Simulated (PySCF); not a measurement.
Al(F)(Cl)(OEt) (C2H5AlClFO), SMILES CC[O][Al]([F])[Cl].

Coordinates come from a B3LYP-D3(BJ)/def2-SVP optimisation. One conformer was computed; it need not be the lowest.

Two levels are set side by side: PBE/def2-TZVP (PySCF) and CAM-B3LYP/def2-TZVP (PySCF). Same geometry, gas phase. Differences are taken from unrounded values.

```
quantity                       PBE
---------------------------  -----
orbital gap (eV)              5.23
highest occupied level (eV)  -7.01
lowest empty level (eV)      -1.78
dipole moment (D)             1.98
mean polarisability (bohr³)   63.7
```

These are the PBE values. What does CAM-B3LYP give? (An estimate is asked for; the answer gives what the named calculation found.)


| quantity | CAM-B3LYP | PBE minus CAM-B3LYP |
|---|---|---|
| orbital gap (eV) | 10.00 | -4.77 |
| highest occupied level (eV) | -10.01 | 3.00 |
| lowest empty level (eV) | 0.00 | -1.77 |
| dipole moment (D) | 2.09 | -0.11 |
| mean polarisability (bohr³) | 59.4 | 4.3 |

PBE's occupied levels lie high since its potential decays too fast outside the molecule; exact exchange lowers them and widens the gap. PBE's more diffuse valence density responds more strongly to a field. Differences between two approximate levels are no errors against the true value.

Rough cost on one machine, each run with all the roots and properties that it gave: CAM-B3LYP against PBE within a factor of 2.
